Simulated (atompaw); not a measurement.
What one change does to a pseudopotential (calcium (Ca), PAW (atompaw))

| Item | Value |
| --- | --- |
| Element | Ca |
| Generator | atompaw 4.2.0.5 |
| Type | PAW |
| Functional | PBE |
| Relativity | scalar-relativistic |
| Frozen core | [Ar] |
| Valence charge | 2 |
| Reference configuration | 3d0 4s2 4p0 |
| Partial waves | 4s (bound): rc 3.00 bohr; 4s channel at 0.7 Ry: rc 3.00 bohr; 4p (bound, empty): rc 3.00 bohr; 4p channel at 1.25 Ry: rc 3.00 bohr; 3d (bound, empty): rc 3.00 bohr; 3d channel at 0.8 Ry: rc 3.00 bohr |
| Local potential | bessel scheme, radius 2.95 bohr |
| Core correction | smooth core density matched at 1.95 bohr |
| Augmentation charge | sinc compensation charge, radius 2.30 bohr; PAW radius 3.00 bohr; waves and projectors: custom rrkj gramschmidtortho |

All-electron outer shells of the reference configuration (PBE, scalar-relativistic, ld1.x):

| shell | level (eV) | outermost node (bohr) | outermost maximum (bohr) |
| --- | --- | --- | --- |
| 3s | -47.09 | 0.45 | 0.99 |
| 3p | -28.01 | 0.42 | 1.04 |
| 4s | -3.77 | 1.43 | 3.42 |
| 3d | -1.95 | – | 1.27 |
| 4p | -1.40 | 1.63 | 4.39 |

Change: wave 4p channel at 1.25 Ry: rc 3.00 bohr becomes 4p channel at -0.01 Ry: rc 3.00 bohr.

Cutoffs: the cutoffs (Ry, on a coarse ladder) from which the occupation-weighted sum of valence levels, in a spherical-Bessel basis at the reference potential, stays within 10 and 1 mRy of its value at 400 Ry; they do not see the model core or the augmentation charge, which bear on the density cutoff.

Problem. What does the change do?

Solution. Both files are so soft that the ladder of cutoffs tells neither apart; a bound ghost appears in p, which as a rule spoils a file.

```csv
quantity,base,changed
"cutoff, loose",6 Ry,6 Ry
"cutoff, tight",6 Ry,6 Ry
bound ghosts,none,p
s: phases at 3.02 bohr within 0.05 rad from the reference energy up to (Ry; the scan ends near 5),2.5,2.5
p: phases at 3.02 bohr within 0.05 rad from the reference energy up to (Ry; the scan ends near 5),n/a,2.6
d: phases at 3.02 bohr within 0.05 rad from the reference energy up to (Ry; the scan ends near 5),1.4,1.4
lowest overlap eigenvalue by channel,"s 0.45, p 0.66, d 0.90","s 0.45, p 0.76, d 0.90"
```

 A true bound ghost makes a file unfit for plane-wave use even where its test errors are small: the radial tests pick states by their node count and pass the ghost by. The cutoffs see the waves, projectors and local potential, not the compensation charge or the core.
